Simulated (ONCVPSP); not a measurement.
## Before and after: ONCV potential for Cr

Cr (Z = 24), optimised norm-conserving Vanderbilt (ONCV), made with ONCVPSP 4.0.1 (PBE, scalar-relativistic). Core [Ne], reference 3s2 3p6 3d5 4s1. Waves: 3s+4s: rc 1.80 bohr, ncon 5, nbas 8, qcut 5.3 1/bohr, 2 projectors; 3p: rc 1.30 bohr, ncon 4, nbas 8, qcut 13.2 1/bohr, 1 projector; 3d: rc 1.65 bohr, ncon 4, nbas 9, qcut 10.7 1/bohr, 2 projectors, debl 2.7 Ha; f scattering state at 0.04 Ha: rc 1.75 bohr, ncon 4, nbas 8, qcut 6.6 1/bohr, 2 projectors, debl 1.4 Ha. Local part: polynomial inside 1.25 bohr (lpopt 4, dvloc0 0 Ha). Core correction: Teter function, fcfact 6, rcfact 1.6.

Change: core correction Teter function, fcfact 6, rcfact 1.16.

Cutoffs: the cutoffs (Ha) at which the residual kinetic energy of the hardest occupied pseudo-wave falls to 1 and 0.1 mHa per electron; they do not see the model core or the augmentation charge, which bear on the density cutoff. Errors are all-electron minus pseudo energies relative to the spin-unpolarised reference configuration.

**Question.** Predict the effect on cutoff, ghosts and configuration errors.

**Answer.** The potential gets neither clearly harder nor softer (38 Ha and 44 Ha → 38 Ha and 44 Ha); the errors of the 3 common tests hardly move; neither file shows a bound ghost. A model core, the more so a compact one, raises the density cutoff, which this test does not measure.

| quantity | base | changed |
| --- | --- | --- |
| cutoff, loose | 38 Ha | 38 Ha |
| cutoff, tight | 44 Ha | 44 Ha |
| bound ghosts | none | none |
| GHOST(+) flags under 300 eV | none | none |
| tests with a reliable result | 3 of 4 | 3 of 4 |
| error for 3s2 3p6 3d5 4s0, meV [ΔE 6.90 eV] | +1.9 | +1.9 |
| error for 3s2 3p6 3d4 4s0, meV [ΔE 22.95 eV] | +3.0 | +2.9 |
| error for 3s1 3p6 3d5 4s1, meV [ΔE 80.25 eV] | -354 | -346 |
| s: phases at 1.83 bohr within 0.05 rad from the reference energy up to (Ha; the scan ends near 5) | 0.8 | 0.8 |
| p: phases at 1.32 bohr within 0.05 rad from the reference energy up to (Ha; the scan ends near 5) | to the end of the scan | to the end of the scan |
| d: phases at 1.67 bohr within 0.05 rad from the reference energy up to (Ha; the scan ends near 5) | to the end of the scan | to the end of the scan |
| f: phases at 1.78 bohr within 0.05 rad from the reference energy up to (Ha; the scan ends near 5) | to the end of the scan | to the end of the scan |
| rms error of d²Exc/dni dnj with the model core, mHa | 3.05 | 0.94 |
